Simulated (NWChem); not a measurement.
**Basis-set convergence for CH$_{6}$BN**

SMILES: BNC
```xyz
9

B     -1.3743    -0.2230     0.0000
H     -2.1170    -1.1876     0.0000
H     -1.7915     0.9223     0.0000
N      0.0048    -0.4393     0.0000
C      1.0601     0.5578     0.0000
H      0.3511    -1.4028     0.0000
H      1.7126     0.4717    -0.8966
H      1.7126     0.4717     0.8966
H      0.6090     1.5682     0.0000
```
Charge 0, spin multiplicity 1.

Everything below was run with NWChem. All single points use one geometry, from PBE/def2-SVP, a minimum by its harmonic frequencies. It is one conformer; others weren't searched.

Quantity: vertical ionisation energy at the level ΔHF (Δ: difference of total energies, the cation a doublet at the parent's geometry with its hole in an orbital of symmetry a" (Cs labels); it is the state that the SCF runs reached, from PBE0 orbitals for Hartree-Fock references, and need not be the lowest).

The Pople sets run with spherical d functions. The structure started from a generated list of species. No SCF solution was tested for a lower state. Open-shell Hartree-Fock references start from PBE0 orbitals; any time given for them includes that run.

Relative cost: rough, from shared machines, SCF included, 3-21G = 1.

Question: In def2-TZVPP the value is 8.80 eV. Among 3-21G, 6-31G*, 6-31+G*, pcseg-1, 6-311G**, def2-SVPD, def2-TZVP, def2-TZVPD, cc-pVTZ, which is the smallest basis within 0.2 eV of it?

Answer: 3-21G, with 39 functions against 177 and about 4 % of the time (also within reach: 6-31G*, 6-31+G*, pcseg-1, 6-311G**, def2-SVPD, def2-TZVP, def2-TZVPD, cc-pVTZ). def2-TZVPP isn't the basis-set limit itself, and a small set can land close by cancellation.

```json
[
 {"basis": "3-21G", "functions": "39", "vertical ionisation energy (eV)": "8.86", "relative cost": "1"},
 {"basis": "6-31G*", "functions": "54", "vertical ionisation energy (eV)": "8.76", "relative cost": "under 3"},
 {"basis": "6-31+G*", "functions": "66", "vertical ionisation energy (eV)": "8.84", "relative cost": "under 3"},
 {"basis": "pcseg-1", "functions": "72", "vertical ionisation energy (eV)": "8.92", "relative cost": "under 3"},
 {"basis": "6-311G**", "functions": "90", "vertical ionisation energy (eV)": "8.80", "relative cost": "under 3"},
 {"basis": "def2-SVPD", "functions": "108", "vertical ionisation energy (eV)": "8.90", "relative cost": "4"},
 {"basis": "def2-TZVP", "functions": "129", "vertical ionisation energy (eV)": "8.81", "relative cost": "8"},
 {"basis": "def2-TZVPD", "functions": "165", "vertical ionisation energy (eV)": "8.81", "relative cost": "20"},
 {"basis": "cc-pVTZ", "functions": "174", "vertical ionisation energy (eV)": "8.80", "relative cost": "30"},
 {"basis": "def2-TZVPP", "functions": "177", "vertical ionisation energy (eV)": "8.80", "relative cost": "30"}
]
```
